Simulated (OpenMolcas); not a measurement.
# GeO (SMILES [O]=[Ge]): methods side by side

GeO: 2 atoms, total charge 0, spin state singlet. As SMILES, `[O]=[Ge]`. The coordinates come from a PBE0-D4/def2-TZVP relaxation.

| atom | x (Å) | y (Å) | z (Å) |
| --- | --- | --- | --- |
| O | 0.0000 | 0.0000 | -0.0230 |
| Ge | 0.0000 | 0.0000 | 1.5995 |

Quantity: the energy change with the O1–Ge2 bond stretched from 1.623 to 3.570 Å, in eV. The values are calculated.

```tsv
level	kind	program	value (eV)
SVWN5/cc-pVTZ (restricted)	LDA	OpenMolcas	12.41
M06-L/cc-pVTZ (restricted)	meta-GGA	OpenMolcas	8.43
TPSS/cc-pVTZ (restricted)	meta-GGA	OpenMolcas	8.14
B3LYP/cc-pVTZ (restricted)	global hybrid	OpenMolcas	8.96
BHLYP/cc-pVTZ (restricted)	global hybrid	OpenMolcas	9.06
M06-2X/cc-pVTZ (restricted)	hybrid meta-GGA	OpenMolcas	9.25
PBE0/cc-pVTZ (restricted)	global hybrid	OpenMolcas	9.39
B2PLYP/cc-pVTZ (restricted)	double hybrid	OpenMolcas	9.65
```

All-electron rows without a relativistic Hamiltonian named are non-relativistic. The first shape isn't each level's own minimum. The values span 8.14 to 12.41 eV.
